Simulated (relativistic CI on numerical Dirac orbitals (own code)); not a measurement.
One change at a time: Pt⁴³⁺

Base calculation: Dirac-Coulomb-Breit CI, KLI orbitals optimised for each configuration, QED by a radiative potential, unscaled Slater integrals.

Configuration list (outside the closed core [Ar] 3d10): 4s²4p⁵, 4s4p⁶, 4s²4p⁴4d, 4s4p⁵4d, 4s²4p⁴4f, 4s4p⁵4f, 4p⁶4d, 4s4p⁴4d², 4s²4p³4d4f, 4p⁶4f, 4p⁵4d4f, 4p⁵4d², 4p⁴4d³, 4p⁴4d²4f. Double excitations out of closed p, d and f shells are left out; levels of such configurations are missing from the list, as are those of other unlisted configurations, and high levels can miss mixing partners.

Variants: (1) Breit term removed. Shifts of the energy above 4s²4p⁵ ²P°3/2, in eV, for the lowest level and the first level of each name with at least 55 % of one term (blank where a level changes its place among those of its configuration and J or its character, or is not in the variant):

```
           Level     Base    Δ(1)
   4s²4p⁵ ²P°3/2    0.000   0.000
   4s²4p⁵ ²P°1/2  123.528  +1.291
  4s²4p⁴4d ²D3/2  176.918  +0.575
  4s²4p⁴4d ⁴F9/2  190.279  +1.254
     4s4p⁶ ²S1/2  239.419  +0.419
  4s²4p⁴4d ⁴D1/2  279.403  +1.879
  4s²4p⁴4d ²G7/2  290.662  +2.033
  4s²4p⁴4d ²G9/2  316.215  +2.597
  4s4p⁵4d ⁴P°1/2  400.684  +0.724
 4s²4p⁴4f ²G°9/2  402.378  +1.784
4s²4p⁴4f ⁴G°11/2  405.515  +2.023
  4s4p⁵4d ²P°1/2  429.026  +0.762
  4s4p⁵4d ⁴F°9/2  431.483  +1.408
  4s4p⁵4d ²D°5/2  436.874  +1.150
```

At this charge energies of transitions that change n are usually good to better than 1 %, and those within a shell (Δn = 0) to a few per cent.

Ionisation energy from the two ground configurations alone: base 2228.26 eV; Breit term removed 2230.3 eV. The NIST ASD value (theoretical) is 2228 eV.

LS names give the leading component of a level, which can be under half, so a name can repeat, a term be missing and a line seem to break the LS rules.
